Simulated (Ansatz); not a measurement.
SiH2Me(NEt2) (C₅H₁₅NSi). The state is a triplet with charge 0. Geometry PBE-D4/def2-SVP, that of the neutral singlet; atoms count from 1.

```xyz
22

Si    1.5837   -0.7296   -0.3275
H     2.6384   -0.3298    0.6741
H     1.5453   -2.2319   -0.4695
C     2.0338    0.0065   -2.0132
H     3.0069   -0.3925   -2.3695
H     2.1141    1.1115   -1.9589
H     1.2649   -0.2434   -2.7731
N     0.0423   -0.2201    0.3294
C    -0.0907    0.9869    1.1373
C    -0.4471    2.2537    0.3474
C    -1.1983   -0.8669   -0.0902
C    -1.8641   -1.6971    1.0130
H     0.8641    1.1517    1.6826
H    -0.8571    0.8205    1.9298
H     0.3441    2.4991   -0.3905
H    -1.3987    2.1328   -0.2102
H    -0.5671    3.1254    1.0238
H    -1.9224   -0.1106   -0.4781
H    -0.9820   -1.5274   -0.9581
H    -1.1882   -2.5079    1.3524
H    -2.1139   -1.0750    1.8967
H    -2.8080   -2.1558    0.6523
```

At PBE0-D4/def2-TZVP a singlet of charge 0 lies 5.51 eV below the triplet at the same geometry.

(1) Estimate the Mulliken populations from the PBE0/def2-TZVP orbitals of Ansatz.

(2) Where does the spin sit?

(3) And the Mayer bond orders between heavy atoms (over 0.3)?

## Answers

(1) 
```json
{"atom": "Si1", "charge (e)": "-0.33", "spin (α − β)": "0.74"}
{"atom": "H2", "charge (e)": "0.00", "spin (α − β)": "-0.01"}
{"atom": "H3", "charge (e)": "0.00", "spin (α − β)": "0.01"}
{"atom": "C4", "charge (e)": "-0.32", "spin (α − β)": "-0.08"}
{"atom": "H5", "charge (e)": "0.14", "spin (α − β)": "0.04"}
{"atom": "H6", "charge (e)": "0.09", "spin (α − β)": "0.05"}
{"atom": "H7", "charge (e)": "0.09", "spin (α − β)": "0.05"}
{"atom": "N8", "charge (e)": "0.21", "spin (α − β)": "0.72"}
{"atom": "C9", "charge (e)": "-0.07", "spin (α − β)": "-0.10"}
{"atom": "C10", "charge (e)": "-0.23", "spin (α − β)": "-0.09"}
{"atom": "C11", "charge (e)": "0.11", "spin (α − β)": "-0.29"}
{"atom": "C12", "charge (e)": "-0.32", "spin (α − β)": "0.00"}
{"atom": "H13", "charge (e)": "0.04", "spin (α − β)": "0.14"}
{"atom": "H14", "charge (e)": "0.07", "spin (α − β)": "0.09"}
{"atom": "H15", "charge (e)": "0.07", "spin (α − β)": "0.08"}
{"atom": "H16", "charge (e)": "0.07", "spin (α − β)": "0.07"}
{"atom": "H17", "charge (e)": "0.11", "spin (α − β)": "0.05"}
{"atom": "H18", "charge (e)": "0.02", "spin (α − β)": "0.16"}
{"atom": "H19", "charge (e)": "-0.07", "spin (α − β)": "0.26"}
{"atom": "H20", "charge (e)": "0.11", "spin (α − β)": "0.04"}
{"atom": "H21", "charge (e)": "0.10", "spin (α − β)": "0.02"}
{"atom": "H22", "charge (e)": "0.11", "spin (α − β)": "0.05"}
```
Mulliken values depend strongly on the basis.

(2) Summed by element: Si 0.74, H 1.09, C -0.56, N 0.72, of 2 unpaired in all. Largest on single atoms: Si1 0.74, N8 0.72, C11 -0.29.

(3) Si1–C4 0.73 (1.89 Å); Si1–N8 0.65 (1.75 Å); N8–C9 0.96 (1.46 Å); N8–C11 1.02 (1.46 Å); C9–C10 1.02 (1.53 Å); C11–C12 1.03 (1.53 Å).
